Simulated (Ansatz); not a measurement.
Input for Ansatz (a quantum-chemistry and plane-wave program): R-PBE0/def2-TZVPPD on N2 (SMILES N#N). Files ending in .json are basis or fitting sets from the Basis Set Exchange.

Ansatz 0.2 input:
```yaml
crystal:
  periodic: [false, false, false]
  atoms:
    - {symbol: N, position_ang: [-0.47719724, -0.12635414, -0.24760665]}
    - {symbol: N, position_ang: [0.60678946, -0.23257498, -0.30761590]}
basis:
  gaussian:
    orbitals: def2-TZVPPD.json
hamiltonian:
  xc: {name: PBE0}
scf: {lower_state_search: off}
```

**Question.** Predict the final total energy.

**Answer.** -109.4468 hartree.
